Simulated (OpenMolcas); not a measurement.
**Ionisation energies of gallium**

* Program: OpenMolcas
* Basis: ANO-R2 [6s5p4d3f1g]
* Scalar Hamiltonian: X2C, finite nucleus
* Spin-orbit coupling: state interaction with AMFI integrals over the reference wave functions, term energies averaged over their components

Active shells in each charge state: the valence s, p shells, with orbitals averaged over the low states. Where CASPT2's correlated closed shells are named, they are those of the first ion.

A. CASSCF
B. SS-CASPT2, IPEA 0.25 Eh, imaginary shift 0.1 Eh (closed shells correlated: 3d)
C. SS-CASPT2, IPEA 0 Eh, imaginary shift 0.1 Eh (closed shells correlated: 3d)
D. SS-CASPT2, IPEA 0.25 Eh, imaginary shift 0.1 Eh (closed shells correlated: none)
E. SS-CASPT2, IPEA 0.25 Eh, imaginary shift 0.1 Eh (closed shells correlated: 3s 3p 3d)

Energies in eV between the lowest computed levels (charge -1 gives the electron affinity), named as in B; reference values from the NIST Atomic Spectra Database with their kind.

```csv
From,To,A,B,C,D,E,Spin-orbit share in B,Reference
Ga- 4s2 4p2 3P0,Ga 4s2 4p 2P* 1/2,-0.656,-0.235,-0.156,-0.290,-0.238,-0.016,
Ga 4s2 4p 2P* 1/2,Ga+ 4s2 1S0,4.970,5.827,5.935,5.594,5.832,+0.064,5.999 (measured)
Ga+ 4s2 1S0,Ga2+ 4s 2S 1/2,19.781,20.460,20.460,19.836,20.509,+0.000,20.515 (measured)
Ga2+ 4s 2S 1/2,Ga3+ 3d10 1S0,29.534,30.512,30.539,29.534,30.584,+0.000,30.726 (measured)
```

Error against the reference values, in %:

| From | Reference | A | B | C | D | E |
| --- | --- | --- | --- | --- | --- | --- |
| Ga | measured | -17.2 | -2.9 | -1.1 | -6.8 | -2.8 |
| Ga+ | measured | -3.6 | -0.3 | -0.3 | -3.3 | 0 |
| Ga2+ | measured | -3.9 | -0.7 | -0.6 | -3.9 | -0.5 |

Mean absolute error over the 3 measured values: A 0.98 eV, B 0.15 eV, C 0.10 eV, D 0.76 eV, E 0.11 eV.

No diffuse functions were added, so the electron affinity comes out too small, and without dynamic correlation a bound anion can come out unbound.

* marks odd parity.
